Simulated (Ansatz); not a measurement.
Reaction (hydrogen abstraction from the Sn–H bond): `C#[C][SnH2][F]` + `[CH3]`• → `C#[C][SnH][F]`• + CH₄

Gas-phase electronic energies from Ansatz, PBE0-D4/def2-TZVP geometries. CCSD(T)/CBS is the MP2 limit (def2-TZVPP, def2-QZVPP) plus CCSD(T) − MP2 in def2-TZVPP, frozen cores. This one scheme is used for every species. Functionals use def2-TZVPP. No spin–orbit coupling; open shells (•) take unrestricted orbitals. Elements past krypton have def2 core potentials. For Sn outer-core shells are correlated without core-valence functions, which leaves a few kJ/mol of doubt a bond.

```
             level  ΔE (kJ/mol)  difference from CCSD(T)/CBS
           PBE0-D4       -142.9                        -11.2
        r2SCANh-D4       -135.6                         -3.9
           r2SCANh       -135.7                         -4.0
         CAM-B3LYP       -138.4                         -6.7
           LC-ωPBE       -131.2                          0.5
       HF/def2-SVP       -104.0                         27.7
      MP2/def2-SVP       -138.0                         -6.3
   CCSD/def2-TZVPP       -127.1                          4.6
SCS-MP2/def2-QZVPP       -132.1                         -0.4
      HF/CBS(def2)       -102.0                         29.7
       CCSD(T)/CBS       -131.7                            0
```

Largest T1 diagnostic among the species: 0.018.

In def2-TZVPP, CCSD(T) changes the Hartree–Fock value by −29.2 kJ/mol (the triples alone add −3.8 kJ/mol) and MP2 by −34.6 kJ/mol. Leaving LDA and LC-ωPBE aside and taking each functional with its dispersion term where it has one, the values, not all of them listed here, spread over 24.1 kJ/mol, from PBE-D4 to BHLYP-D4. LDA lies −13.8 kJ/mol from PBE without D4. From r2SCAN to r2SCAN0 (25 % exact exchange), in def2-TZVPP and without D4, ΔE moves by +5.8 kJ/mol.
